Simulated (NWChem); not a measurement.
# GeH3Br; SMILES [Br][GeH3]

```xyz
5

Ge     0.0000     0.0000    -1.1124
Br     0.0000     0.0000     1.2003
H      1.2162     0.8146    -1.5713
H     -1.3136     0.6460    -1.5713
H      0.0974    -1.4606    -1.5713
```
Atoms are numbered in this order, from 1.

Program: NWChem. Pople sets run with spherical d functions. All runs use the structure optimised with PBE0/def2-SVP. GIAO values for the isolated, static molecule; σ is the absolute isotropic shielding, δ = σ(reference) − σ with the isolated reference molecule computed at the same levels (1H: tetramethylsilane). Spin-orbit effects, on the heavy nuclei and on their neighbours, are missing.

For level B3LYP/6-31G*:

```
Property      Value
-----------  ------
σ Ge1 (ppm)  1603.1
```

### Question
Estimate the same quantities for level KT2/pcSseg-1.

### Answer
| Item | Result |
|---|---|
| σ Ge1 (ppm) | 1446.7 |
